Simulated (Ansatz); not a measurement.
Consider the formal exchange of groups at a B–Si bond: `[SiH3][B](Cl)[GaH2]` + `CCOCCF` → `FC[B](Cl)[GaH2]` + `CCOC[SiH3]`.

Calculated with Ansatz (gas phase, PBE0-D4/def2-TZVP geometries, no zero-point term in ΔE). CCSD(T)/CBS is the MP2 limit (def2-TZVPP, def2-QZVPP) plus CCSD(T) − MP2 in def2-TZVPP, frozen cores. DFT in def2-TZVPP. For Ga outer-core shells are correlated without core-valence functions, which leaves a few kJ/mol of doubt a bond. Scalar relativity is left out up to krypton. One conformer a species, not always the lowest.

```json
{"level": "PBE-D4", "ΔE (kJ/mol)": "-22.6", "difference from CCSD(T)/CBS": "0.4"}
{"level": "r2SCANh-D4", "ΔE (kJ/mol)": "-24.7", "difference from CCSD(T)/CBS": "-1.7"}
{"level": "CAM-B3LYP-D4", "ΔE (kJ/mol)": "-29.5", "difference from CCSD(T)/CBS": "-6.5"}
{"level": "PBE-QIDH", "ΔE (kJ/mol)": "-22.7", "difference from CCSD(T)/CBS": "0.3"}
{"level": "revPBE", "ΔE (kJ/mol)": "-19.3", "difference from CCSD(T)/CBS": "3.7"}
{"level": "BLYP", "ΔE (kJ/mol)": "-26.3", "difference from CCSD(T)/CBS": "-3.3"}
{"level": "r2SCAN", "ΔE (kJ/mol)": "-24.6", "difference from CCSD(T)/CBS": "-1.6"}
{"level": "PBE0", "ΔE (kJ/mol)": "-20.3", "difference from CCSD(T)/CBS": "2.7"}
{"level": "r2SCANh", "ΔE (kJ/mol)": "-24.3", "difference from CCSD(T)/CBS": "-1.3"}
{"level": "BHLYP", "ΔE (kJ/mol)": "-25.5", "difference from CCSD(T)/CBS": "-2.5"}
{"level": "MP2/def2-SVP", "ΔE (kJ/mol)": "-24.9", "difference from CCSD(T)/CBS": "-1.9"}
{"level": "CCSD/def2-SVP", "ΔE (kJ/mol)": "-19.0", "difference from CCSD(T)/CBS": "4.0"}
{"level": "HF/def2-TZVPP", "ΔE (kJ/mol)": "-20.4", "difference from CCSD(T)/CBS": "2.6"}
{"level": "CCSD/def2-TZVPP", "ΔE (kJ/mol)": "-22.9", "difference from CCSD(T)/CBS": "0.1"}
{"level": "HF/def2-QZVPP", "ΔE (kJ/mol)": "-20.3", "difference from CCSD(T)/CBS": "2.7"}
{"level": "SCS-MP2/def2-QZVPP", "ΔE (kJ/mol)": "-26.5", "difference from CCSD(T)/CBS": "-3.5"}
{"level": "CCSD(T)/CBS", "ΔE (kJ/mol)": "-23.0", "difference from CCSD(T)/CBS": "0"}
```

Largest T1 diagnostic among the species: 0.015.

Leaving LDA and LC-ωPBE aside and taking each functional with its dispersion term where it has one, the values, not all of them listed here, spread over 10.6 kJ/mol, from ωB97M-V to HSE06-D4. At CCSD(T), def2-SVP lies +4.6 kJ/mol from the extrapolated value and def2-TZVPP −0.0 kJ/mol.

CCSD(T)/CBS has its own doubt, a few kJ/mol and more with outer-core shells, so smaller differences from it don't rank the levels.
